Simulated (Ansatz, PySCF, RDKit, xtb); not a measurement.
Complex: CH4O (SMILES CO) (first 6 atoms) with CH4S (SMILES CS); geometry from B3LYP-D3(BJ)/def2-TZVP, rigid monomers moved along the line of their centres of mass till O2···H12 is 2.63 Å.
(charge 0, multiplicity 1):
```xyz
12

C     -0.290    -0.545     0.090
O     -0.200     0.768     0.635
H     -1.268    -0.730    -0.365
H     -0.151    -1.235     0.921
H      0.492    -0.733    -0.652
H     -0.278     1.410    -0.077
C     -1.202     0.003     4.265
S      0.579    -0.356     4.129
H     -1.719    -0.249     3.342
H     -1.586    -0.617     5.073
H     -1.373     1.050     4.510
H      0.792     0.400     3.038
```

Counterpoise-corrected where a basis set is named; no monomer relaxation.

Correlated levels freeze the cores. Rows in 6-31G* carry no dispersion term and start afresh at each structure (6-31G* with six Cartesian d functions).

The values were computed with Ansatz (a quantum-chemistry and plane-wave program); PySCF for 6-31G* rows, the dispersion terms; RDKit for the force fields; xtb for the GFN methods. Each number belongs to the level named beside it.

| level | interaction energy (kcal/mol) |
|---|---|
| MMFF94 | -2.24 |
| GFN1-xTB | -2.15 |
| HF/6-31G* | -1.31 |
| PBE-D3(BJ)/def2-TZVPPD | -3.01 |
| B3LYP/6-31G* | -1.55 |
| PBE0-D4/def2-TZVPPD | -2.94 |
| wB97M-V/def2-TZVPPD | -2.75 |
| MP2/aug-cc-pV(D+d)Z | -2.77 |
| CCSD(T)/aug-cc-pV(D+d)Z | … |

Task: Complete the blanks.

Result: 
- CCSD(T)/aug-cc-pV(D+d)Z, interaction energy (kcal/mol): -2.62
